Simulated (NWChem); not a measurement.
System: CH5FSi; SMILES [SiH2](C)F

The following NWChem deck was run.

```
start job
memory heap 200 mb stack 900 mb global 1100 mb
geometry units angstroms noautoz
  Si     0.466494     0.135857    -0.000068
  C     -0.464261    -1.476127    -0.000601
  F     -0.599125     1.369467    -0.000059
  H      1.311903     0.274868     1.220270
  H      1.312331     0.275243    -1.220074
  H     -1.104278    -1.561952    -0.892044
  H      0.239464    -2.323971    -0.002032
  H     -1.102780    -1.563638     0.891745
end
basis spherical
  * library def2-svpd
end
dft
  xc b3lyp
  iterations 150
end
tddft
  cis
  nroots 6
  notriplet
end
task tddft energy
```

All runs use the structure optimised with PBE0/def2-SVP. B3LYP is NWChem's, with the RPA form of VWN correlation.

Vertical excitations in the gas phase.

### Question
Give the results of this calculation. (B3LYP/def2-SVPD, TDA.) Quantities: lowest excitation, singlet (eV); oscillator strength of that lowest state; lowest state with f > 0.02, singlet (eV); orbital gap (eV).

### Answer
lowest excitation, singlet (eV): 8.04
oscillator strength of that lowest state: 0.009
lowest state with f > 0.02, singlet (eV): 8.46
orbital gap (eV): 9.24
